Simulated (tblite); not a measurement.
Input of a run (GFN2-xTB geometry optimisation, gas phase (tblite 0.8.0)), started from a force field or distance geometry:
```
{"job": {"kind": "relax", "xc": "GFN2-xTB", "basis": "xTB"}, "charge": 0, "multiplicity": 1}
F     -3.234500    -0.078500     0.435500
C     -1.925900     0.219900     0.548600
F     -1.808300     1.557200     0.520200
F     -1.549300    -0.187300     1.780900
C     -1.159700    -0.463000    -0.528900
N      0.239900    -0.164700    -0.425500
N      0.798800     0.864200    -1.107300
C      2.097200     0.725800    -0.789800
C      2.268400    -0.407300     0.022600
N      1.077500    -0.991400     0.242900
H     -1.286000    -1.550000    -0.490700
H     -1.504800    -0.128300    -1.518900
H      2.816700     1.422600    -1.163800
H      3.169200    -0.819600     0.447200
```

Output (eV, eV/Å):
```
step      E/eV     max force
  0    -912.90034    2.944
  1    -913.07742    0.747
  2    -913.09573    0.332
  3    -913.10154    0.221
  4    -913.10509    0.131
  5    -913.10695    0.095
  6    -913.10795    0.101
  7    -913.10889    0.079
  8    -913.10942    0.052
  9    -913.10979    0.056
 10    -913.11012    0.044
 11    -913.11046    0.055
 12    -913.11081    0.042
 13    -913.11113    0.039
 14    -913.11136    0.034
 15    -913.11152    0.026
 16    -913.11162    0.025
 17    -913.11171    0.026
 18    -913.11181    0.026
 19    -913.11194    0.033
 20    -913.11214    0.039
 21    -913.11240    0.042
 22    -913.11272    0.044
 23    -913.11302    0.042
 24    -913.11329    0.040
 25    -913.11354    0.044
 26    -913.11377    0.038
 27    -913.11393    0.025
 28    -913.11403    0.024
 29    -913.11407    0.014
 30    -913.11409    0.011
 31    -913.11411    0.007
```

Summarise the run.

The energy falls by 0.214 eV over 31 L-BFGS steps, the largest force on an atom goes from 2.94 to 0.007 eV/Å, and the atoms move by 0.058 Å rms after alignment. The bond that changes most is C2–C5 (CF3 carbon to sp3 carbon bound to nitrogen), which lengthens by 0.045 Å. Bonds longer at the end by more than 0.005 Å: 1 of 14; shorter: 10. Among the angles that change most is H11–C5–H12, from 107.3° to 111.2°. The energy never rose by more than 1e-5 eV on the way. The first step brought 83 % of the lowering.

What are the final bond lengths?

F1–C2 1.341 Å, C2–F3 1.335 Å, C2–F4 1.335 Å, C2–C5 1.533 Å, C5–N6 1.429 Å, N6–N7 1.314 Å, N7–C8 1.320 Å, C8–C9 1.401 Å, C9–N10 1.320 Å, N6–N10 1.314 Å, C5–H11 1.093 Å, C5–H12 1.093 Å, C8–H13 1.069 Å, C9–H14 1.069 Å. Numbering counts from 1 in the input's order; the species is `FC(F)(F)Cn1nccn1`.

On one thread, Arm Neoverse V1 (aarch64), shared host, this took 0.19 s.

Its GFN2-xTB frequencies are all real (lowest 21 cm⁻¹). One conformer, not necessarily the lowest.

Conformer computed: `[F:1][C:2]([F:3])([F:4])[CH2:5][n:6]1[n:7][cH:8][cH:9][n:10]1`: F1–C2–C5–N6 180°, C2–C5–N6–N7 -89°.
